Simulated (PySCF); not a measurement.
## SMILES O=C(OC(F)(F)F)OC(F)(F)F, C3F6O3

Geometry (Å), atoms numbered from 1 in this order:
```xyz
12

O     0.001    1.071   -0.682
C     0.000    0.100   -0.024
O     1.078   -0.607    0.401
C     2.317   -0.168    0.041
F     3.201   -0.998    0.559
F     2.487   -0.152   -1.273
F     2.575    1.049    0.498
O    -1.081   -0.555    0.472
C    -2.317   -0.053    0.195
F    -3.207   -0.837    0.770
F    -2.571   -0.025   -1.105
F    -2.482    1.174    0.666
```

Method used: PySCF 2.14.0, GIAO HF/pcSseg-1 magnetisability, rotational g tensor and spin-rotation constants, non-relativistic, gas phase. Geometry: GFN2-xTB.

Problem. How diamagnetic is it, and how anisotropic?

Solution. Isotropic -1317 × 10⁻³⁰ J/T², or -79.3 × 10⁻⁶ cm³/mol; principal values -1369, -1294, -1288 × 10⁻³⁰ J/T², anisotropy 78 × 10⁻³⁰ J/T² (root of half the summed squared differences of the principal values). The susceptibility is in cgs units.

Problem. Split it along the inertial axes a, b, c into diamagnetic and paramagnetic parts about the centre of mass, with the quadrupole moment.

Solution. 
```csv
axis,χ (10⁻⁶ cm³/mol),diamagnetic (10⁻⁶ cm³/mol),paramagnetic (10⁻⁶ cm³/mol),summed x² of all electrons (Å²),quadrupole Θ (D Å)
a,-77.6,-533.9,456.4,512.7,-0.80
b,-77.9,-2405.3,2327.3,71.6,-3.94
c,-82.4,-2478.9,2396.4,54.2,+4.74
```
Anisotropies 2χaa − χbb − χcc = +5.3 and 2χbb − χaa − χcc = +4.2 × 10⁻⁶ cm³/mol. Θ is traceless in Buckingham's convention.

Problem. And the rotational g tensor?

Solution. 
| axis | rotational constant (GHz) | g | nuclear part | electronic part |
| --- | --- | --- | --- | --- |
| a | 2.4553 | -0.0437 | 0.4828 | -0.5264 |
| b | 0.4468 | -0.0075 | 0.4811 | -0.4885 |
| c | 0.4347 | -0.0074 | 0.4819 | -0.4894 |

Asymmetric top; isotopes 12C, 19F, 16O; no vibrational averaging.
